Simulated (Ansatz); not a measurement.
Reaction (substitution at a C–S bond): `BSC(=C)[SiH3]` + `SS` → `C=C([SiH3])SS` + `BS`

Isolated molecules relaxed with PBE0-D4/def2-TZVP in Ansatz; ΔE leaves out vibrations. CCSD(T)/CBS adds triple-zeta CCSD(T) − MP2 to the extrapolated MP2 energy (def2 sets, frozen cores). This one scheme is used for every species. Functionals use def2-TZVPP. B3LYP here is the variant with VWN-RPA as its local correlation; programs differ in this. Each species was taken in one conformer, which may not be the lowest.

(1) Is it downhill or uphill in electronic energy at CCSD(T)/CBS, and by how much? (An estimate is asked.)

(2) What do these levels give: B3LYP-D4, PBE, HF/def2-TZVPP, SCS-MP2/def2-TZVPP, MP2/def2-QZVPP, HF/CBS(def2)? (Estimate.)

Largest T1 diagnostic among the species: 0.015.

Results:

(1) Computed: Downhill: ΔE = -9.5 kJ/mol.

(2) Computed: B3LYP-D4 -11.1, PBE -10.6, HF/def2-TZVPP -6.6, SCS-MP2/def2-TZVPP -11.0, MP2/def2-QZVPP -11.8, HF/CBS(def2) -5.6 kJ/mol.

In def2-TZVPP, CCSD(T) changes the Hartree–Fock value by −3.5 kJ/mol (the triples alone add −1.2 kJ/mol) and MP2 by −5.9 kJ/mol.
